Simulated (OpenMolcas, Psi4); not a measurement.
## The same job for Psi4

OpenMolcas 26.06 runs this on CH3In (SMILES C[In]):

mol.input:
```
&GATEWAY
BasLib=$CurrDir
Coord
5
angstrom
C       -0.182770       0.073150      -0.070580
In       1.772750      -0.709460       0.684610
H       -0.972960      -0.040920       0.680150
H       -0.502560      -0.460530      -0.972760
H       -0.114460       1.137770      -0.321410
Basis=def2-SVPD
Group=NoSym
&SEWARD
GridInput
Grid=UltraFine
End of Grid
&SCF
KSDFT=M062X
Thresholds=1e-10 1e-07 1e-07 1e-05
PrOrbitals=1 2
&ALASKA
```

```bash
$ export MOLCAS_MEM=1860
$ pymolcas mol.input > mol.log
```

(Basis files named in the input come from the Basis Set Exchange and aren't shown.)

Geometry: relaxed at PBE0-D4/def2-TZVP.

It gives a total energy of -229.907024 Eh.

Question: Write the same calculation for Psi4 1.11 as a Python script.

Answer: For example:

calc.py:
```python
import psi4

psi4.set_memory(2200000000)
psi4.set_num_threads(1)
psi4.set_output_file('ch3in.out', False)

mol = psi4.geometry("""
C     -0.34538524     0.13823347    -0.13337687
In     3.35001199    -1.34068510     1.29372540
H     -1.83862793    -0.07732759     1.28529722
H     -0.94970076    -0.87027557    -1.83824998
H     -0.21629805     2.15007369    -0.60737687
units bohr
symmetry c1
""")

psi4.set_options({
    'basis': 'def2-SVPD',
    'puream': True,
    'e_convergence': 1e-09,
    'd_convergence': 1e-08,
    'scf_type': 'pk',
    'dft_radial_points': 99,
    'dft_spherical_points': 590,
})

result = psi4.gradient("m06-2x")
print('gradient / Eh bohr^-1')
print(result.np.round(6))
```

```bash
$ python calc.py
```

Its energy is -229.907077 Eh, 0.053 mEh from the first; the programs' integration grids differ.
